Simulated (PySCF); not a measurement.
GaCl2, SMILES [Cl][Ga+][Cl], charge +1. Geometry optimised at PBE0-D3(BJ)/def2-TZVP. The spin state was assumed, not searched. The isomer is the one that the SMILES or the coordinates give; other isomers of the formula were not compared.

Calculation: PBE0-D3(BJ)/def2-TZVP in PySCF 2.14.0.

Harmonic wavenumbers (cm⁻¹): 113, 113, 424, 610. Rotational constants (GHz): 1.741 (linear); symmetry number 2.

### Question
Work out the zero-point energy and the ideal-gas rigid-rotor harmonic-oscillator thermochemistry at 298.15 K and 1 atm.

### Answer
ZPE = ½ Σ hcν = ½ × 1259 cm⁻¹ = 1.80 kcal/mol. H − E(el) = 5.04 kcal/mol. Entropy in cal/(mol K): translation 40.73, rotation 16.86, vibration 7.74, total 65.34. G − E(el) = -14.44 kcal/mol. Cp = 13.26 cal/(mol K). Modes under 150 cm⁻¹ make the vibrational entropy uncertain.
